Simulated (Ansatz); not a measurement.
Basis sets compared for the cluster Ti₄Al⁺. The state is a singlet with charge 1. Geometry B3LYP-D4/def2-SVP. Ansatz on 4 threads of Arm Neoverse V2 on a shared host; times are rough, and most runs start from earlier orbitals.

```xyz
5

Ti   -0.474   -1.109    1.272
Ti   -0.310    1.138    1.299
Ti    0.984   -1.192   -0.828
Ti    1.149    1.055   -0.804
Al   -1.347    0.109   -0.939
```

The restricted singlet is unstable towards broken spin symmetry in Hartree–Fock (as tested in another run); at PBE-D4/def2-SVP, PBE-D4/def2-TZVP, PBE0-D4/def2-SVP, PBE0-D4/def2-TZVP this wasn't settled. No other spin state of charge 1 was run. Another isomer (singlet) lies 1.24 eV lower at PBE0-D4/def2-TZVP; other spin states weren't run for this one.

| level | functions | energy (Eh) | HOMO (eV) | LUMO (eV) | wall time |
| --- | --- | --- | --- | --- | --- |
| PBE-D4/def2-SVP | 142 | -3638.3765 | -7.58 | -7.45 | 5.5 s |
| PBE0-D4/def2-SVP | 142 | -3638.3385 | -8.41 | -6.54 | 9 s |

(1) Estimate the rows for PBE-D4/def2-TZVP (with forces), PBE0-D4/def2-TZVP.

## Answers

(1) 
```csv
level,functions,energy (Eh),HOMO (eV),LUMO (eV),wall time
PBE-D4/def2-TZVP (with forces),217,-3638.9159,-7.72,-7.59,7 s
PBE0-D4/def2-TZVP,217,-3638.8722,-8.61,-6.67,23 s
```
